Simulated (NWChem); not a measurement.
The numbers come from NWChem runs, not from measurements. System: CH₃AlF₂, charge 0, spin multiplicity 1, displaced from the optimised geometry. The structure started from a generated list of species.

Input file:

```
start mol
memory heap 200 mb stack 900 mb global 1100 mb
geometry units angstroms nocenter noautoz noautosym
  Al     0.049719     0.043175     0.000941
  C     -1.507236    -1.155084    -0.055754
  H     -1.294355    -2.047584    -0.705327
  H     -2.420520    -0.640498    -0.455853
  H     -1.743874    -1.548299     0.970252
  F     -0.005585     1.640828    -0.554162
  F      1.545120    -0.462427     0.611187
end
basis spherical
  * library def2-tzvp
end
dft
  xc pbe0
  semidirect memsize 60000000 filesize 0
  iterations 100
  convergence nodiis damp 40
end
task dft gradient
```

The output up to the point where the run's verdict is printed (cleaned and shortened):

```
             Northwest Computational Chemistry Package (NWChem) 7.3.0
             --------------------------------------------------------

                                NWChem Input Module
                                -------------------

 Scaling coordinates for geometry "geometry" by  1.889725989
 (inverse scale =  0.529177249)

                             Geometry "geometry" -> ""
                             -------------------------

 Output coordinates in angstroms (scale by  1.889725989 to convert to a.u.)

  No.       Tag          Charge          X              Y              Z
 ---- ---------------- ---------- -------------- -------------- --------------
    1 Al                  13.0000     0.04971900     0.04317500     0.00094100
    2 C                    6.0000    -1.50723600    -1.15508400    -0.05575400
    3 H                    1.0000    -1.29435500    -2.04758400    -0.70532700
    4 H                    1.0000    -2.42052000    -0.64049800    -0.45585300
    5 H                    1.0000    -1.74387400    -1.54829900     0.97025200
    6 F                    9.0000    -0.00558500     1.64082800    -0.55416200
    7 F                    9.0000     1.54512000    -0.46242700     0.61118700

 Effective nuclear repulsion energy (a.u.)     152.0372867293

            Nuclear Dipole moment (a.u.)
            ----------------------------
        X                 Y               Z
 ---------------- ---------------- ----------------
    -0.0000056692    -0.0000018897     0.0000113384


 Summary of "ao basis" -> "" (spherical)
 ------------------------------------------------------------------------------
       Tag                 Description            Shells   Functions and Types
 ---------------- ------------------------------  ------  ---------------------
 *                         def2-tzvp                  on all atoms

                                 NWChem DFT Module
                                 -----------------

 Summary of "ao basis" -> "ao basis" (spherical)
 ------------------------------------------------------------------------------
[...]
 d= 0,ls=0.5         52   -233.0674720203  1.52D+02  2.73D-01              68.2
 d= 0,ls=0.5         53   -384.6233436655 -1.52D+02  2.73D-01              69.5
 d= 0,ls=0.5         54   -233.0674852966  1.52D+02  2.73D-01              70.8
 d= 0,ls=0.5         55   -384.6233419448 -1.52D+02  2.73D-01              72.1
 d= 0,ls=0.5         56   -233.0674937221  1.52D+02  2.73D-01              73.4
 d= 0,ls=0.5         57   -384.6233408529 -1.52D+02  2.73D-01              74.6
 d= 0,ls=0.5         58   -233.0674990689  1.52D+02  2.73D-01              75.9
 d= 0,ls=0.5         59   -384.6233401600 -1.52D+02  2.73D-01              77.2
 d= 0,ls=0.5         60   -233.0675024619  1.52D+02  2.73D-01              78.5
 d= 0,ls=0.5         61   -384.6233397203 -1.52D+02  2.73D-01              79.7
 d= 0,ls=0.5         62   -233.0675046150  1.52D+02  2.73D-01              81.0
 d= 0,ls=0.5         63   -384.6233394413 -1.52D+02  2.73D-01              82.3
 d= 0,ls=0.5         64   -233.0675059812  1.52D+02  2.73D-01              83.8
 d= 0,ls=0.5         65   -384.6233392642 -1.52D+02  2.73D-01              85.1
 d= 0,ls=0.5         66   -233.0675068482  1.52D+02  2.73D-01              86.4
 d= 0,ls=0.5         67   -384.6233391519 -1.52D+02  2.73D-01              87.6
 d= 0,ls=0.5         68   -233.0675073983  1.52D+02  2.73D-01              88.9
 d= 0,ls=0.5         69   -384.6233390806 -1.52D+02  2.73D-01              90.2
 d= 0,ls=0.5         70   -233.0675077474  1.52D+02  2.73D-01              91.5
 d= 0,ls=0.5         71   -384.6233390353 -1.52D+02  2.73D-01              92.7
 d= 0,ls=0.5         72   -233.0675079690  1.52D+02  2.73D-01              94.0
 d= 0,ls=0.5         73   -384.6233390067 -1.52D+02  2.73D-01              95.2
 d= 0,ls=0.5         74   -233.0675081095  1.52D+02  2.73D-01              96.5
 d= 0,ls=0.5         75   -384.6233389884 -1.52D+02  2.73D-01              97.7
 d= 0,ls=0.5         76   -233.0675081987  1.52D+02  2.73D-01              99.0
 d= 0,ls=0.5         77   -384.6233389769 -1.52D+02  2.73D-01             100.3
 d= 0,ls=0.5         78   -233.0675082553  1.52D+02  2.73D-01             101.5
 d= 0,ls=0.5         79   -384.6233389695 -1.52D+02  2.73D-01             102.8
 d= 0,ls=0.5         80   -233.0675082912  1.52D+02  2.73D-01             104.1
 d= 0,ls=0.5         81   -384.6233389649 -1.52D+02  2.73D-01             105.3
 d= 0,ls=0.5         82   -233.0675083140  1.52D+02  2.73D-01             106.6
 d= 0,ls=0.5         83   -384.6233389619 -1.52D+02  2.73D-01             107.9
 d= 0,ls=0.5         84   -233.0675083285  1.52D+02  2.73D-01             109.2
 d= 0,ls=0.5         85   -384.6233389601 -1.52D+02  2.73D-01             110.5
 d= 0,ls=0.5         86   -233.0675083377  1.52D+02  2.73D-01             111.7
 d= 0,ls=0.5         87   -384.6233389589 -1.52D+02  2.73D-01             113.0
 d= 0,ls=0.5         88   -233.0675083435  1.52D+02  2.73D-01             114.2
 d= 0,ls=0.5         89   -384.6233389581 -1.52D+02  2.73D-01             115.5
 d= 0,ls=0.5         90   -233.0675083472  1.52D+02  2.73D-01             116.8
 d= 0,ls=0.5         91   -384.6233389576 -1.52D+02  2.73D-01             118.1
 d= 0,ls=0.5         92   -233.0675083495  1.52D+02  2.73D-01             119.4
 d= 0,ls=0.5         93   -384.6233389573 -1.52D+02  2.73D-01             120.7
 d= 0,ls=0.5         94   -233.0675083510  1.52D+02  2.73D-01             121.9
 d= 0,ls=0.5         95   -384.6233389571 -1.52D+02  2.73D-01             123.2
 d= 0,ls=0.5         96   -233.0675083519  1.52D+02  2.73D-01             124.4
 d= 0,ls=0.5         97   -384.6233389570 -1.52D+02  2.73D-01             125.7
 d= 0,ls=0.5         98   -233.0675083525  1.52D+02  2.73D-01             127.0
 d= 0,ls=0.5         99   -384.6233389569 -1.52D+02  2.73D-01             128.2
 d= 0,ls=0.5        100   -233.0675083529  1.52D+02  2.73D-01             129.5
```

The run did not converge; its last values are not results. The next line reads: Calculation failed to converge. NWChem stopped with the message: dft gradient failed.
